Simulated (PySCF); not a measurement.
# Electron correlation in Zn (zinc, neutral)

[Ar] 3d10 4s2, closed-shell 1S. Calculation: PySCF 2.14, in def2-QZVPPD (11s6p5d4f2g, 100 functions); the non-relativistic Hamiltonian (point nucleus). Frozen: [Ne]; 20 electrons correlated.

```
  level  correlation energy (mhartree)
   CCSD                        -781.75
    (T)                         -22.58
CCSD(T)                        -804.33
```

Diagnostics: T1 = 0.018, D1 = 0.0604, largest double amplitude 0.056.

Cost of the coupled-cluster step: of the order of 60 core-seconds, for 20 correlated electrons.

Iterations:

```
CC2 = 0
CCSD nocc = 10, nmo = 95
frozen orbitals [0, 1, 2, 3, 4]
max_cycle = 100
direct = 0
conv_tol = 1e-08
conv_tol_normt = 1e-06
diis_space = 8
diis_start_cycle = 0
Init t2, MP2 energy = -1778.70344749895  E_corr(MP2) -0.856276086101896
Init E_corr(CCSD) = -0.856276086130193
cycle = 1  E_corr(CCSD) = -0.741679874183426  dE = 0.114596212  norm(t1,t2) = 0.090141
cycle = 2  E_corr(CCSD) = -0.792696349650126  dE = -0.0510164755  norm(t1,t2) = 0.0444173
cycle = 3  E_corr(CCSD) = -0.78141767807055  dE = 0.0112786716  norm(t1,t2) = 0.0305508
cycle = 4  E_corr(CCSD) = -0.780342984881921  dE = 0.00107469319  norm(t1,t2) = 0.00627509
cycle = 5  E_corr(CCSD) = -0.781579683311669  dE = -0.00123669843  norm(t1,t2) = 0.00179188
cycle = 6  E_corr(CCSD) = -0.781814977625501  dE = -0.000235294314  norm(t1,t2) = 0.000245347
cycle = 7  E_corr(CCSD) = -0.781749729340158  dE = 6.52482853e-05  norm(t1,t2) = 0.000150988
cycle = 8  E_corr(CCSD) = -0.781743014084912  dE = 6.71525525e-06  norm(t1,t2) = 3.38301e-05
cycle = 9  E_corr(CCSD) = -0.781744582780338  dE = -1.56869543e-06  norm(t1,t2) = 7.22302e-06
cycle = 10  E_corr(CCSD) = -0.781745415599495  dE = -8.32819157e-07  norm(t1,t2) = 1.99867e-06
cycle = 11  E_corr(CCSD) = -0.781745269507906  dE = 1.46091589e-07  norm(t1,t2) = 6.18547e-07
cycle = 12  E_corr(CCSD) = -0.781745289880894  dE = -2.03729875e-08  norm(t1,t2) = 1.68972e-07
cycle = 13  E_corr(CCSD) = -0.781745282214653  dE = 7.66624053e-09  norm(t1,t2) = 5.74509e-08
CCSD converged
E(CCSD) = -1778.628916695066  E_corr = -0.7817452822146531
CCSD(T) correction = -0.022583862194304
```

This basis was not built for core-valence correlation, so the inner-shell part is incomplete.
